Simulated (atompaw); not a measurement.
An all-electron radial function and its pseudo partner (tungsten)

Columns: radius, all-electron u(r) and pseudo u(r) of the 6s shell (level -6.03 eV) of tungsten in the configuration [Xe] 4f14 5d4 6s1.75 6p0.25; PBEsol, scalar-relativistic, PAW (atompaw) scheme, atompaw 4.2.0.5.

```csv
r (bohr),all-electron,pseudo
0.115,-0.0895,0.0248
0.231,0.0148,0.0501
0.346,0.1881,0.0756
0.462,0.0903,0.1019
0.577,-0.0974,0.1289
0.692,-0.2404,0.1568
0.808,-0.3007,0.1861
0.923,-0.2858,0.2165
1.038,-0.2189,0.2481
1.154,-0.1209,0.2814
1.269,-0.0104,0.3158
1.385,0.1021,0.3516
1.500,0.2074,0.3881
1.615,0.3022,0.4251
1.731,0.3850,0.4624
1.846,0.4541,0.4987
1.962,0.5109,0.5334
2.077,0.5554,0.5649
2.192,0.5891,0.5922
2.308,0.6135,0.6140
2.423,0.6293,0.6293
2.538,0.6378,0.6378
2.654,0.6402,0.6402
2.769,0.6373,0.6373
2.885,0.6299,0.6299
3.000,0.6189,0.6189
```

Q: How many radial nodes do the two functions have?

A: The all-electron 6s function has n − l − 1 = 5 (the table is too coarse to show those close to the nucleus); the pseudo-wave has 0, since the states of the same l below it are removed with the core.

Q: At about which radius was the pseudo-wave matched?

A: 2.50 bohr. The columns agree to 0.0005 from 2.31 bohr on; several derivatives are matched, so the curves merge somewhat inside the radius.

Q: Is the pseudo-wave norm-conserving?

A: No, it belongs to a PAW set: the norm inside the radius is not constrained, and the difference is carried by the augmentation charge.
